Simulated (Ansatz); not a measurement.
The cluster Ge2O4⁺. Total charge 1; doublet. Geometry PBE-D4/def2-SVP.

```xyz
6

Ge    0.3136   -1.4748   -1.1775
Ge    0.0831    1.2807    1.4192
O    -0.6962   -1.2630    0.4206
O    -1.1663   -0.1165    0.9981
O     0.5448    0.4217   -1.3765
O     0.9210    1.1519   -0.2838
```

The structure holds 2 bonds between oxygen atoms, so isomers without such links may lie far lower. At HF/STO-3G the charge 1 doublet is spin-contaminated (final ⟨S²⟩ up to 1.39, 0.75 for a pure state). Another isomer (doublet) lies 1.42 eV lower at PBE0-D4/def2-TZVP; other spin states weren't run for this one.

Question: Estimate the α-spin orbital energies around the gap (eV) in Ansatz with HF/STO-3G, PBE-D4/def2-SVP, r2SCAN-D4/def2-TZVP, PBE0-D4/def2-SVP, CAM-B3LYP-D4/def2-TZVP.

Answer: 
```json
{"orbital": "HOMO−5", "HF/STO-3G": "-18.98", "PBE-D4/def2-SVP": "-15.25", "r2SCAN-D4/def2-TZVP": "-15.70", "PBE0-D4/def2-SVP": "-16.90", "CAM-B3LYP-D4/def2-TZVP": "-18.39"}
{"orbital": "HOMO−4", "HF/STO-3G": "-17.26", "PBE-D4/def2-SVP": "-14.16", "r2SCAN-D4/def2-TZVP": "-14.47", "PBE0-D4/def2-SVP": "-15.47", "CAM-B3LYP-D4/def2-TZVP": "-16.87"}
{"orbital": "HOMO−3", "HF/STO-3G": "-16.83", "PBE-D4/def2-SVP": "-12.89", "r2SCAN-D4/def2-TZVP": "-13.34", "PBE0-D4/def2-SVP": "-14.70", "CAM-B3LYP-D4/def2-TZVP": "-16.10"}
{"orbital": "HOMO−2", "HF/STO-3G": "-15.61", "PBE-D4/def2-SVP": "-12.31", "r2SCAN-D4/def2-TZVP": "-12.64", "PBE0-D4/def2-SVP": "-13.80", "CAM-B3LYP-D4/def2-TZVP": "-15.21"}
{"orbital": "HOMO−1", "HF/STO-3G": "-14.47", "PBE-D4/def2-SVP": "-12.09", "r2SCAN-D4/def2-TZVP": "-12.51", "PBE0-D4/def2-SVP": "-13.78", "CAM-B3LYP-D4/def2-TZVP": "-15.11"}
{"orbital": "HOMO", "HF/STO-3G": "-13.18", "PBE-D4/def2-SVP": "-11.94", "r2SCAN-D4/def2-TZVP": "-12.41", "PBE0-D4/def2-SVP": "-13.63", "CAM-B3LYP-D4/def2-TZVP": "-14.99"}
{"orbital": "LUMO", "HF/STO-3G": "-2.29", "PBE-D4/def2-SVP": "-8.96", "r2SCAN-D4/def2-TZVP": "-8.88", "PBE0-D4/def2-SVP": "-8.16", "CAM-B3LYP-D4/def2-TZVP": "-7.07"}
{"orbital": "LUMO+1", "HF/STO-3G": "0.05", "PBE-D4/def2-SVP": "-8.49", "r2SCAN-D4/def2-TZVP": "-8.42", "PBE0-D4/def2-SVP": "-7.73", "CAM-B3LYP-D4/def2-TZVP": "-6.64"}
{"orbital": "LUMO+2", "HF/STO-3G": "0.64", "PBE-D4/def2-SVP": "-7.85", "r2SCAN-D4/def2-TZVP": "-7.71", "PBE0-D4/def2-SVP": "-6.87", "CAM-B3LYP-D4/def2-TZVP": "-5.81"}
{"orbital": "LUMO+3", "HF/STO-3G": "3.25", "PBE-D4/def2-SVP": "-6.25", "r2SCAN-D4/def2-TZVP": "-6.05", "PBE0-D4/def2-SVP": "-5.30", "CAM-B3LYP-D4/def2-TZVP": "-4.30"}
{"orbital": "LUMO+4", "HF/STO-3G": "3.68", "PBE-D4/def2-SVP": "-5.73", "r2SCAN-D4/def2-TZVP": "-5.42", "PBE0-D4/def2-SVP": "-4.78", "CAM-B3LYP-D4/def2-TZVP": "-3.81"}
{"orbital": "LUMO+5", "HF/STO-3G": "4.19", "PBE-D4/def2-SVP": "-5.66", "r2SCAN-D4/def2-TZVP": "-5.40", "PBE0-D4/def2-SVP": "-4.49", "CAM-B3LYP-D4/def2-TZVP": "-3.43"}
{"orbital": "β HOMO", "HF/STO-3G": "-11.42", "PBE-D4/def2-SVP": "-11.90", "r2SCAN-D4/def2-TZVP": "-12.24", "PBE0-D4/def2-SVP": "-12.99", "CAM-B3LYP-D4/def2-TZVP": "-13.98"}
{"orbital": "β LUMO", "HF/STO-3G": "-2.53", "PBE-D4/def2-SVP": "-11.11", "r2SCAN-D4/def2-TZVP": "-11.13", "PBE0-D4/def2-SVP": "-10.42", "CAM-B3LYP-D4/def2-TZVP": "-9.42"}
```
